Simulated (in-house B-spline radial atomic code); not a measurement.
Relativistic effects in Se³¹⁺, [He] 2s1: non-relativistic Hartree-Fock (point nucleus) against Dirac-Hartree-Fock (Fermi nucleus of rms radius 4.14 fm), both averages of the configuration, computed with an all-electron radial atomic-structure program (B-spline basis).

| orbital | ε NR (Eh) | ε Dirac (Eh) | <r> NR (bohr) | <r> Dirac (bohr) | change of <r> (%) |
| --- | --- | --- | --- | --- | --- |
| 1s1/2 | -550.4 | ? | 0.04464 | ? | ? |
| 2s1/2 | -131.22 | -133.73 | 0.1832 | 0.1792 | -2.2 |

Problem. What happens to 1s1/2?

Solution. Its energy goes to -558.9 hartree and <r> to 0.04372 bohr (-2.05 %).

Problem. What explains the pattern of contraction and expansion?

Solution. The s and p1/2 orbitals contract directly, as their density near the nucleus moves at relativistic speed. Nothing expands appreciably in this ion.

Problem. By how much does the total energy change?

Solution. By -20.355 hartree, from -1266.080 to -1286.436.
